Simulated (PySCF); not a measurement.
C5H3N3, SMILES N#Cc1cnccn1. Atoms are numbered in the order given.

```xyz
11

N      0.0171    -3.1526     0.0000
C      0.0464    -1.9949     0.0000
C      0.0365    -0.5552     0.0000
C     -1.1842     0.1380     0.0000
N     -1.2203     1.4635     0.0000
C     -0.0530     2.0973     0.0000
C      1.1620     1.4040     0.0000
N      1.2098     0.0799     0.0000
H     -2.1352    -0.4045     0.0000
H     -0.0732     3.1924     0.0000
H      2.1164     1.9409     0.0000
```
Charge 0, spin multiplicity 1.

Geometry: PBE0-D3(BJ)/def2-SVP.

Two levels are set side by side: PBE/pcSseg-1 (PySCF) and PBE0/pcSseg-1 (PySCF). GIAO shifts against NH3 (¹⁵N), TMS (¹H), TMS (¹³C) at the same level; non-relativistic, no solvent, atoms listed together averaged. Differences are taken from unrounded values.

```tsv
quantity	PBE0	PBE	PBE minus PBE0
δ(¹⁵N) of N1 (ppm)	327.5	326.8	-0.7
δ(¹³C) of C2 (ppm)	123.3	121.4	-1.9
δ(¹³C) of C3 (ppm)	138.3	135.9	-2.4
δ(¹³C) of C4 (ppm)	158.1	155.6	-2.4
δ(¹⁵N) of N5 (ppm)	382.8	376.4	-6.4
δ(¹³C) of C6 (ppm)	153.5	150.4	-3.1
δ(¹³C) of C7 (ppm)	152.1	150.1	-2.0
δ(¹⁵N) of N8 (ppm)	386.2	377.5	-8.7
δ(¹H) of H9 (ppm)	9.28	9.14	-0.14
δ(¹H) of H10 (ppm)	9.03	8.87	-0.16
δ(¹H) of H11 (ppm)	9.00	8.87	-0.12
```

Rough cost on one machine, each run with all the roots and properties that it gave: PBE0 against PBE within a factor of 2.
